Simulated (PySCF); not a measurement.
Bi(Et)(OH)2 (C2H7BiO2), SMILES [OH][Bi]([OH])[CH2]C. Geometry optimised at B3LYP-D3(BJ)/def2-SVP. The def2 effective core potentials stand for the cores of Bi; spin–orbit coupling is left out. One conformer was computed; it need not be the lowest.

Computed equilibrium geometry at B3LYP-D3(BJ)/def2-SVP (PySCF confirms it by a frequency run) as Cartesian coordinates in Å (one conformer of several):
```xyz
12

Bi    -0.0178     0.0774     0.4909
C      0.3488    -1.6574    -0.9978
C     -0.0769    -1.2777    -2.4101
H     -0.2135    -2.5272    -0.6206
H      1.4230    -1.8969    -0.9288
H      0.5079    -0.4229    -2.7929
H     -1.1382    -0.9852    -2.4348
H      0.0649    -2.1086    -3.1225
O     -1.6546     0.8652    -0.5933
H     -1.3466     1.1939    -1.4517
O      1.4999     1.2660    -0.3729
H      1.7848     0.8852    -1.2168
```
